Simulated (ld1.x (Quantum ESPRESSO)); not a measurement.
**An all-electron radial function and its pseudo partner (phosphorus)**

Columns: radius, all-electron u(r) and pseudo u(r) of the 3s shell (level -13.92 eV) of phosphorus in the configuration [Ne] 3s2 3p3; PBEsol, scalar-relativistic, TM scheme, ld1.x (Quantum ESPRESSO) 7.5.

| r (bohr) | all-electron | pseudo |
| --- | --- | --- |
| 0.078 | 0.1719 | 0.0227 |
| 0.155 | -0.0538 | 0.0459 |
| 0.232 | -0.2607 | 0.0707 |
| 0.310 | -0.3636 | 0.0982 |
| 0.388 | -0.3663 | 0.1291 |
| 0.465 | -0.2996 | 0.1638 |
| 0.542 | -0.1914 | 0.2035 |
| 0.620 | -0.0611 | 0.2494 |
| 0.698 | 0.0746 | 0.3013 |
| 0.775 | 0.2042 | 0.3582 |
| 0.852 | 0.3235 | 0.4196 |
| 0.930 | 0.4306 | 0.4845 |
| 1.008 | 0.5227 | 0.5493 |
| 1.085 | 0.5989 | 0.6101 |
| 1.162 | 0.6608 | 0.6645 |
| 1.240 | 0.7098 | 0.7106 |
| 1.318 | 0.7461 | 0.7461 |
| 1.395 | 0.7707 | 0.7706 |
| 1.472 | 0.7853 | 0.7853 |
| 1.550 | 0.7915 | 0.7915 |
| 1.628 | 0.7901 | 0.7901 |
| 1.705 | 0.7826 | 0.7826 |
| 1.782 | 0.7700 | 0.7700 |
| 1.860 | 0.7529 | 0.7529 |
| 1.938 | 0.7325 | 0.7325 |
| 2.015 | 0.7097 | 0.7097 |

Q: How many radial nodes do the two functions have?

A: The all-electron 3s function has n − l − 1 = 2; the pseudo-wave has 0, since the states of the same l below it are removed with the core.

Q: At about which radius was the pseudo-wave matched?

A: 1.55 bohr. The columns agree to 0.0005 from 1.32 bohr on; several derivatives are matched, so the curves merge somewhat inside the radius.

Q: Is the pseudo-wave norm-conserving?

A: Yes: the TM scheme keeps the norm inside the radius equal to the all-electron one, which fixes the energy derivative of the logarithmic derivative at the level.
